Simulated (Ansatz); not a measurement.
Isolated molecules relaxed with PBE0-D4/def2-TZVP in Ansatz; ΔE leaves out vibrations. CCSD(T)/CBS adds triple-zeta CCSD(T) − MP2 to the extrapolated MP2 energy (def2 sets, frozen cores). This one scheme is used for every species. DFT in def2-TZVPP. For Ge outer-core shells are correlated without core-valence functions, which leaves a few kJ/mol of doubt a bond. Scalar relativity is left out up to krypton. One conformer a species, not always the lowest.

Reaction (ligand exchange at a Ge–Cl bond): `C[O][GeH]([Cl])[O]C` + H–F → `C[O][GeH]([F])[O]C` + HCl

CCSD(T)/CBS gives +0.12 eV.

Another level gave +0.03 eV. Which?
A. PBE-D4/def2-TZVPP
B. B2PLYP/def2-TZVPP
C. PBE/def2-TZVPP
D. HF/def2-TZVPP

B. B2PLYP 0.03, PBE 0.08, HF/def2-TZVPP -0.04, PBE-D4 0.13 eV.

Largest T1 diagnostic among the species: 0.012.

The D4 term adds +0.08 eV with B3LYP and +0.04 eV with PBE0; it sums over pairs of atoms, weighted by their polarisabilities, and B3LYP, whose exchange is more repulsive, gets the larger term. In def2-TZVPP, CCSD(T) changes the Hartree–Fock value by +0.11 eV (the triples alone add +0.02 eV) and MP2 by +0.17 eV.

B3LYP here is the variant with VWN-RPA as its local correlation; programs differ in this.
